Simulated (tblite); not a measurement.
Isomers of C3H6O4Si. Computed values, GFN2-xTB/tblite, gas phase, harmonic and unscaled. The method is semi-empirical: single wavenumbers can be off by several per cent or more. Modes of hydrogen on silicon can be 10 to 20 % off. One conformer each.

Electronic energies: GFN2-xTB at the same geometries; isomer energies are rough at this level and their order can be wrong.

```tsv
SMILES	electronic energy, lowest = 0 (kJ/mol)
O=C[SiH2]OCC(=O)O	113.3
COC(=O)C(=O)O[SiH3]	11.1
CC(=O)O[SiH2]C(=O)O	0.0
```

Question: How do GFN2-xTB zero-point energies change the relative energies?

Answer: 
```
             SMILES  ZPE (kJ/mol)  of it from modes above 1550 cm⁻¹  electronic (kJ/mol)  with ZPE, lowest = 0 (kJ/mol)  lowest mode (cm⁻¹)  rings
CC(=O)O[SiH2]C(=O)O         234.9                             123.7                  0.0                            0.0                  23      0
COC(=O)C(=O)O[SiH3]         229.5                             116.9                 11.1                            5.6                  6i      0
  O=C[SiH2]OCC(=O)O         234.6                             120.0                113.3                          113.0                  45      0
```

The zero-point energies span 5.4 kJ/mol, from `COC(=O)C(=O)O[SiH3]` to `CC(=O)O[SiH2]C(=O)O`. Slightly imaginary modes are left out of the zero-point energy: `COC(=O)C(=O)O[SiH3]` 6.1i cm⁻¹. The order is unchanged.
